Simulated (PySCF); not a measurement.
Identify the unknown among the candidates.

All candidates are C6H9F3N (doublet state).

* EPR couplings: largest isotropic hyperfine couplings (means over sets of like nuclei): 1H +98.1, 1H +88.9, 13C +44.0, 13C +37.5, 14N +33.8 MHz [unrestricted B3LYP/IGLO-III on C F N, pcH-1 on H]
* Rotational structure: rotational constants A, B, C: 2.579, 0.908, 0.789 GHz [PBE0-D3(BJ)/def2-SVP]
* Dipole: 3.76 D [PBE0-D3(BJ)/def2-SVP]
* EPR g: 2.00439 [unrestricted B3LYP/IGLO-III on C F N, pcH-1 on H, mean-field spin–orbit]

Gas-phase values; electronic properties from PySCF, density fitting. Levels stand in brackets. Isolated species at its PBE0-D3(BJ)/def2-SVP geometry (one conformer only). Couplings of like nuclei are plain means over topologically equivalent atoms, as if these changed places fast (by rotation of a methyl-like group, say); in this geometry the members of some sets differ.

Question: Which candidate is it?
A. `FC(F)(F)[C@@H]1CCC[CH]N1` [doublet state]
B. `FC(F)(F)[C@H]1C[CH]CCN1` [doublet state]
C. `FC(F)(F)[C@@H]1CCCC[N]1` [doublet state]
D. `FC(F)(F)[C]1CCCCN1` [doublet state]

Answer: C. It is `FC(F)(F)[C@@H]1CCCC[N]1` [doublet state]. Numbering: `[F:1][C:2]([F:3])([F:4])[C@@H:5]1[CH2:6][CH2:7][CH2:8][CH2:9][N:10]1`. The optimised geometry has point group C1 and is an asymmetric top. The largest Mulliken spin population (0.95) sits on a nitrogen bonded to 2 C [N10]. The couplings belong to: 1H +98.1 MHz, hydrogen on C9; 1H +88.9 MHz, hydrogen on C5; 13C +44.0 MHz, carbon bonded to 2 C and 2 H [C8]; 13C +37.5 MHz, carbon bonded to 2 C and 2 H [C6]; 14N +33.8 MHz, nitrogen bonded to 2 C [N10].

The others, at the same levels:
- `FC(F)(F)[C]1CCCCN1` [doublet state] fails: its computed isotropic g value is 2.00270 (against 2.00439) and dipole moment is 3.24 D (against 3.76 D).
- `FC(F)(F)[C@@H]1CCC[CH]N1` [doublet state] fails: its computed isotropic g value is 2.00264 (against 2.00439) and dipole moment is 2.80 D (against 3.76 D).
- `FC(F)(F)[C@H]1C[CH]CCN1` [doublet state] fails: its computed isotropic g value is 2.00262 (against 2.00439) and dipole moment is 2.69 D (against 3.76 D).
